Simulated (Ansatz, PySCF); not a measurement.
System: Al2H4 (charge 0, singlet). 
Structure (B3LYP-D3(BJ)/def2-TZVP (Ansatz, a first-principles code) minimum search):
SMILES: [AlH2][AlH2]
```xyz
6

Al    -0.0012    -0.0150     1.2942
Al     0.0012     0.0150    -1.2942
H      1.3472    -0.0315     2.1375
H     -1.3512    -0.0180     2.1352
H      0.0088     1.3738    -2.1207
H     -0.0047    -1.3244    -2.1520
```

Quantity: atomisation energy (electronic, to ground-state atoms), in kcal/mol. Cores are frozen in the correlated levels unless marked. UHF or UKS for open shells. Spin-orbit coupling is left out. No relativistic terms. The coupled-cluster limit lacks core correlation, which all-electron functionals hold. CBS(X,Y): correlation extrapolated as X^-3; Hartree-Fock from the larger set.

```tsv
level	program	atomisation energy (kcal/mol)
HF-D3(BJ)/def2-TZVPD	PySCF + dftd3	258.6
r2SCAN-D3(BJ)/def2-TZVPD	Ansatz + dftd3	313.8
TPSSh/def2-TZVPD	PySCF	___
PW6B95-D4/def2-TZVPD	PySCF + dftd4	___
M06-2X/def2-TZVPD	PySCF	307.6
LC-wPBE-D4/def2-TZVPD	Ansatz + dftd4	312.8
B2PLYP-D3(BJ)/def2-TZVPD	Ansatz + dftd3	308.2
B2PLYP/def2-TZVPD	Ansatz	306.4
SCS-MP2/STO-3G	Ansatz	462.3
SCS-MP2/cc-pV(T+d)Z	Ansatz	307.7
SCS-MP2/def2-TZVPPD	Ansatz	309.3
CCSD/def2-SVP	Ansatz	___
CCSD/cc-pV(Q+d)Z	Ansatz	___
CCSD(T)/CBS(cc-pV(T+d)Z,cc-pV(Q+d)Z)	Ansatz	315.8
```

**Question.** Fill in the missing entries.

**Answer.** 
- TPSSh/def2-TZVPD, atomisation energy (kcal/mol): 324.6
- PW6B95-D4/def2-TZVPD, atomisation energy (kcal/mol): 311.9
- CCSD/def2-SVP, atomisation energy (kcal/mol): 296.2
- CCSD/cc-pV(Q+d)Z, atomisation energy (kcal/mol): 311.4
